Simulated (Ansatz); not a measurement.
Reaction (redistribution): `C[NH][InH][F]` + `[SiH3][SiH2]S` → `[F][InH][SH]` + `CN[SiH2][SiH3]`

Gas-phase electronic energies from Ansatz, PBE0-D4/def2-TZVP geometries. CCSD(T)/CBS adds triple-zeta CCSD(T) − MP2 to the extrapolated MP2 energy (def2 sets, frozen cores). Functionals use def2-TZVPP. B3LYP here is the variant with VWN-RPA as its local correlation; programs differ in this. Elements past krypton have def2 core potentials. For In outer-core shells are correlated without core-valence functions, which leaves a few kJ/mol of doubt a bond. Each species was taken in one conformer, which may not be the lowest.

Question: Is it downhill or uphill in electronic energy at CCSD(T)/CBS, and by how much? (Best estimate.)

Answer: The calculation gave: Downhill: ΔE = -14.1 kcal/mol.

Question: What do these levels give: r2SCAN0-D4, B2PLYP, B3LYP, CCSD/def2-SVP, HF/def2-QZVPP, MP2/def2-QZVPP? (An estimate is asked.)

Answer: Computed: r2SCAN0-D4 -16.5, B2PLYP -15.5, B3LYP -16.3, CCSD/def2-SVP -15.8, HF/def2-QZVPP -19.0, MP2/def2-QZVPP -14.0 kcal/mol.

Question: What do rigid-rotor, harmonic-oscillator terms from PBE0-D4/def2-TZVP frequencies (298.15 K, 1 bar) make of the CCSD(T)/CBS value? (Estimate.)

Answer: Computed: ΔZPE = +0.3 kcal/mol, ΔH = -13.9 kcal/mol, ΔS = -4 J/(mol·K), ΔG = -13.7 kcal/mol.

Largest T1 diagnostic among the species: 0.016.

In def2-TZVPP, CCSD(T) changes the Hartree–Fock value by +4.2 kcal/mol (the triples alone add +0.5 kcal/mol) and MP2 by +4.6 kcal/mol. Leaving LDA and LC-ωPBE aside and taking each functional with its dispersion term where it has one, the values, not all of them listed here, spread over 2.6 kcal/mol, from BHLYP-D4 to PBE-D4.
